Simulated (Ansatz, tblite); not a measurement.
Cost and result up the ladder for TiO4 (5 atoms). Total charge 0; singlet. Geometry: PBE0-D4/def2-SVP.

```xyz
5

Ti    0.000    0.000    0.001
O    -1.657    0.344    0.629
O    -1.294    1.156   -0.496
O     1.204   -1.242   -0.513
O     1.746   -0.258    0.380
```

Ansatz on 4 threads of Arm Neoverse V1 on a shared host; xTB runs through tblite on one thread. Times are rough, summed over both states, and most runs start from the orbitals of an earlier one. CAM-B3LYP-D4/def2-TZVP serves as the yardstick here, not as an exact answer. Differences are given only for rows in sets of like size (and for xTB, whose basis is part of the method), since another set adds its own error. The other state is a quintet at its own geometry.

The 6-31G sets use Cartesian d functions. The xTB rows come from tblite. B3LYP takes the VWN-RPA correlation. The structure holds 2 bonds between oxygen atoms, so isomers without such links may lie far lower. The structure comes from a short search, and lower isomers may exist.

xTB has no spin-polarisation term.

```csv
level,functions,wall time
GFN2-xTB,25,0.004 s
GFN1-xTB,25,0.006 s
HF/6-31G,65,1 s
LDA (SPW92)/def2-TZVP,169,2.1 s
B3LYP-D4/6-31G,65,3.9 s
PBE-D4/def2-TZVP,169,4.1 s
PBE0-D4/def2-TZVP,169,10 s
CAM-B3LYP-D4/def2-TZVP,169,12 s
r2SCAN-D4/def2-TZVP (with forces),169,17 s
```

Estimate what each level gives for the quintet − singlet (eV).


| level | quintet − singlet (eV) | difference from CAM-B3LYP-D4/def2-TZVP (eV) |
| --- | --- | --- |
| GFN2-xTB | 6.29 | 4.16 |
| GFN1-xTB | 6.73 | 4.60 |
| HF/6-31G | -1.26 | – |
| LDA (SPW92)/def2-TZVP | 3.63 | 1.51 |
| B3LYP-D4/6-31G | 2.54 | – |
| PBE-D4/def2-TZVP | 3.13 | 1.01 |
| PBE0-D4/def2-TZVP | 2.30 | 0.18 |
| CAM-B3LYP-D4/def2-TZVP | 2.12 | 0.00 |
| r2SCAN-D4/def2-TZVP (with forces) | 2.76 | 0.64 |
